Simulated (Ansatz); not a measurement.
Consider the formal exchange of groups at a Ga–C bond: `[BH2][GaH][CH2][SiH2]F` + `[CH3][GeH3]` → `[BH2][GaH][GeH2][CH3]` + `C[SiH2]F`.

Program: Ansatz. Geometries: PBE0-D4/def2-TZVP. ΔE: electronic, gas phase. CBS: MP2 limit from def2 TZ/QZ plus the TZ coupled-cluster correction, frozen cores. Functionals use def2-TZVPP. B3LYP here is the variant with VWN-RPA as its local correlation; programs differ in this. For Ga, Ge outer-core shells are correlated without core-valence functions, which leaves a few kJ/mol of doubt a bond. Scalar relativity is left out up to krypton. One conformer a species, not always the lowest.

| level | ΔE (kJ/mol) | difference from CCSD(T)/CBS |
| --- | --- | --- |
| PBE0-D4 | -36.6 | -4.4 |
| B3LYP-D4 | -37.7 | -5.5 |
| ωB97M-V | -28.1 | 4.1 |
| B2PLYP | -38.2 | -6.0 |
| PBE0 | -40.4 | -8.2 |
| HF/def2-TZVPP | -51.3 | -19.1 |
| CCSD(T)/def2-TZVPP | -32.0 | 0.2 |
| HF/def2-QZVPP | -51.0 | -18.8 |
| MP2/def2-QZVPP | -28.5 | 3.7 |
| MP2/CBS(def2) | -28.7 | 3.5 |
| CCSD(T)/CBS | -32.2 | 0 |

Largest T1 diagnostic among the species: 0.013.

In def2-TZVPP, CCSD(T) changes the Hartree–Fock value by +19.3 kJ/mol (the triples alone add +3.9 kJ/mol) and MP2 by +22.9 kJ/mol. The D4 term adds +7.8 kJ/mol with B3LYP and +3.9 kJ/mol with PBE0; it sums over pairs of atoms, weighted by their polarisabilities, and B3LYP, whose exchange is more repulsive, gets the larger term.
